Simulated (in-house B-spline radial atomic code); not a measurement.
Spin-orbit splittings of orbital energies (j = l + 1/2 less j = l - 1/2) and ratios of mean radii (lower j over upper j) along the 65-electron series, configuration [Xe] 4f11. Computed with an all-electron radial atomic-structure program (B-spline basis): Dirac-Hartree-Fock, average of the configuration, finite nuclei.

```tsv
ion	Z	splitting of 4d (eV)	radius ratio of 4d	splitting of 4p (eV)	radius ratio of 4p	splitting of 3d (eV)	radius ratio of 3d
Ho2+	67	7.6688	0.98176	41.318	0.94774	39.491	0.98021
Er3+	68	8.3081	0.98141	44.706	0.94624	42.456	0.97959
Tm4+	69	9.0127	0.98109	48.365	0.94477	45.587	0.97896
```
